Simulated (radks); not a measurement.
Values are calculated unless marked as measured or tabulated.
Ionisation of neutral samarium, [Xe] 4f6 6s2, to Sm+, [Xe] 4f6 6s1, under several functionals. Scalar-relativistic Kohn-Sham, spin-polarised, spherical densities, point nucleus; open shells are filled with parallel spins first (spin-orbit coupling, left out, can overturn this in heavy ions); a radial shooting solver on a logarithmic mesh with Libxc functionals. The NIST Atomic Spectra Database gives 5.644 eV (measured). Rank these functionals by the error of their Delta-SCF ionisation energy: XLYP; BP86; Wu-Cohen GGA; LDA (Slater exchange, VWN5 correlation).

Answer. From best to worst: XLYP 5.647 eV (+0.004); BP86 5.711 eV (+0.067); LDA (Slater exchange, VWN5 correlation) 5.773 eV (+0.129); Wu-Cohen GGA 5.465 eV (-0.178). Open shells are spherical and high-spin; term and fine-structure splittings are not resolved. Spin-orbit splitting is averaged out at the scalar-relativistic level.
